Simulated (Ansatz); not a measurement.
Coupled-cluster diagnostics for the cluster Si₄B⁻, Ansatz.

Geometry of the singlet (PBE0-D4/def2-SVPD):

```xyz
5

B    -0.376   -0.496   -0.525
Si    1.257   -0.674    0.621
Si    0.960    0.566   -1.480
Si   -1.113   -0.765    1.268
Si   -0.728    1.369    0.116
```

Correlated methods freeze 21 core orbitals. The structure comes from a short search, and lower isomers may exist.

**Question.** Estimate the CCSD(T) correlation energy, the shares of MP2 and (T), T1 and the reference's ⟨S²⟩ for: charge -1, singlet, own geometry in def2-TZVPPD; and the rough time on 4 threads of Arm Neoverse N1 on a shared host.

**Answer.** 
| state | basis | correlation (eV) | MP2 share (%) | (T) share (%) | T1 | ⟨S²⟩ (pure) | wall time | remarks |
| --- | --- | --- | --- | --- | --- | --- | --- | --- |
| charge -1, singlet, own geometry | def2-TZVPPD | -17.084 | 90.4 | 8.2 | 0.022 | 0.00 (0.00) | 62 s | large T1 |
Customary marks for T1 are 0.02 (closed shells), 0.045 (open shells) and about 0.05 (3d metals). T1 exceeds 0.02 in 1 of 1 rows and 0.045 in 0; the higher it lies, the less the single-reference result can be trusted.
